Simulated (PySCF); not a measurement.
# Electric properties by functional and basis

Species: C2H7BOSi.
Numbering: `[BH2:1]/[CH:2]=[CH:3]/[O:4][SiH3:5]` (hydrogens: H6, H7 on B1; H8 on C2; H9 on C3; H10, H11, H12 on Si5)

PySCF, dipoles from the SCF density, polarisabilities from static response with core orbitals frozen. Geometry: PBE0-D3(BJ)/def2-SVP, one conformer, isolated molecule.

The anisotropy is √(½[(α1 − α2)² + (α2 − α3)² + (α3 − α1)²]).

```tsv
level	μ (D)	α (au)	anisotropy (au)
LDA/def2-SVPD	3.378	81.88	56.76
PBE/def2-SVPD	3.317	80.34	56.30
B3LYP/def2-SVPD	3.145	77.38	51.77
PBE0/def2-SVPD	3.167	76.81	51.48
BHandHLYP/def2-SVPD	3.014	74.03	47.34
CAM-B3LYP/def2-SVPD	3.069	76.14	49.71
wB97X-D/def2-SVPD	3.054	76.14	49.24
LC-wPBE/def2-SVPD	3.006	74.57	48.81
HF/def2-SVPD	2.911	70.71	42.43
PBE0/6-31G*	3.283	62.46	54.55
PBE0/6-31+G*	3.254	71.28	51.23
PBE0/def2-SVP	3.284	67.65	53.25
PBE0/aug-cc-pVDZ	3.189	78.57	52.13
PBE0/def2-TZVP	3.136	74.32	52.11
PBE0/def2-TZVPD	3.108	77.92	51.38
```

The dipole runs from 2.91 D (HF/def2-SVPD) to 3.38 D (LDA/def2-SVPD). No reference polarisability is at hand; against PBE0 in the largest diffuse basis at hand (def2-TZVPD) the other PBE0 rows deviate by 6-31G* -20%, 6-31+G* -9%, def2-SVP -13%, def2-SVPD -1%, aug-cc-pVDZ +1%, def2-TZVP -5%. In one basis (def2-SVPD) the functionals order the polarisability from HF (lowest) to LDA (highest), a spread of 16%. With PBE0 the polarisability is 68.14 au without diffuse functions (mean of 6-31G*, def2-SVP and def2-TZVP) and 76.14 au with them (mean of 6-31+G*, def2-SVPD, aug-cc-pVDZ and def2-TZVPD).
